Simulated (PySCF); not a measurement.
C₄H₁₃NSi, SMILES CCCNC[SiH3].

Coordinates come from a PBE-D3(BJ)/def2-SVP optimisation. The values are those of a single conformer.

Computed with TDA-PBE/def2-SVPD (PySCF).

Vertical excitations. 

```csv
state,energy (eV),λ (nm),f,main pairs
S1,4.94,251,0.005,HOMO→LUMO 100 %
S2,5.40,230,0.009,HOMO→LUMO+1 100 %
S3,5.60,221,0.017,HOMO→LUMO+2 99 %
S4,5.75,216,0.012,HOMO→LUMO+3 88 %
S5,5.88,211,0.013,HOMO→LUMO+4 85 %
S6,6.01,206,0.010,HOMO→LUMO+5 95 %
T1,4.80,258,0,HOMO→LUMO 99 %
T2,5.34,232,0,HOMO→LUMO+1 100 %
```
Triplets are in the Tamm–Dancoff approximation.
